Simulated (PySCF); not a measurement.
**Cr (chromium, neutral) across methods**

[Ar] 3d5 4s1, high-spin 7S determinant. All numbers are calculated (PySCF 2.14, scalar relativity by spin-free X2C-1e, in aug-cc-pwCVTZ-DK with one added diffuse shell each of s, p, d, f, g type (11s10p8d5f4g, 152 functions)).

```json
{"method": "PBE0", "E (hartree)": "-1050.580", "mean ε 3p β (eV)": "-44.258", "mean ε 3d α (eV)": "-5.304", "mean ε 4s α (eV)": "-4.957", "Σ⟨r²⟩ (bohr²)": "37.02", "⟨S²⟩": "12.000"}
{"method": "r2SCAN", "E (hartree)": "-1050.763", "mean ε 3p β (eV)": "-42.384", "mean ε 3d α (eV)": "-3.884", "mean ε 4s α (eV)": "-4.716", "Σ⟨r²⟩ (bohr²)": "36.78", "⟨S²⟩": "12.000"}
{"method": "LDA", "E (hartree)": "-1048.489", "mean ε 3p β (eV)": "-41.972", "mean ε 3d α (eV)": "-3.903", "mean ε 4s α (eV)": "-4.637", "Σ⟨r²⟩ (bohr²)": "37.22", "⟨S²⟩": "12.000"}
{"method": "PBE", "E (hartree)": "-1050.567", "mean ε 3p β (eV)": "-41.880", "mean ε 3d α (eV)": "-3.740", "mean ε 4s α (eV)": "-4.470", "Σ⟨r²⟩ (bohr²)": "37.55", "⟨S²⟩": "12.000"}
```

Problem. Estimate the same row for UHF.

Solution. E (hartree) = -1049.65517; mean ε 3p β (eV) = -50.420; mean ε 3d α (eV) = -9.986; mean ε 4s α (eV) = -6.157; Σ⟨r²⟩ (bohr²) = 37.39; ⟨S²⟩ = 12.000.
